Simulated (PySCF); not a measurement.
Computed with PySCF with PBE-D3(BJ)/def2-TZVP // BP86-D3(BJ)/def2-SVP. All species are isolated molecules in the gas phase. One relaxed conformer stands for a flexible species; it need not be the lowest. 

Reference species: [Hf(H)2(SH)2] (neutral, multiplicity 1).

| Item | Result |
|---|---|
| mean distance from the central atom to its bonded neighbours | 2.142 Å |
| HOMO–LUMO gap | 3.86 eV |
| coordination number | 4 |
| charge on the central atom (Mulliken) | 0.74 e |

Changed species: [Hf(H)3(SH)] (1 of 4 H replaced by SH; the reference has 2 of 4 H replaced by SH).

**Question.** Predict the effect on the mean distance from the central atom to its bonded neighbours, HOMO–LUMO gap, coordination number and charge on the central atom (Mulliken).

**Answer.** the mean distance from the central atom to its bonded neighbours drops by 0.146 Å, to 1.996 Å; the HOMO–LUMO gap is nearly the same; the coordination number stays essentially unchanged; the charge on the central atom (Mulliken) falls by 0.05 e, to 0.69 e.
